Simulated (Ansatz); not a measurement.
Species: CH4OSi, SMILES `O=C[SiH3]` (charge 0, multiplicity 1).

Q: Give a relaxed geometry from B3LYP-D3(BJ)/def2-TZVP (Ansatz, an electronic-structure program).

A: the end point of this relaxation (outside a Z-matrix the atoms follow the SMILES, hydrogens last).
Z-matrix (Å, degrees):
```
Si
H 1 1.4760
H 1 1.4824 2 111.28
H 1 1.4824 2 111.26 3 121.26
C 1 1.9295 2 109.59 4 119.35
O 5 1.2077 1 123.25 2 -0.45
H 5 1.1171 6 119.18 1 179.98
```
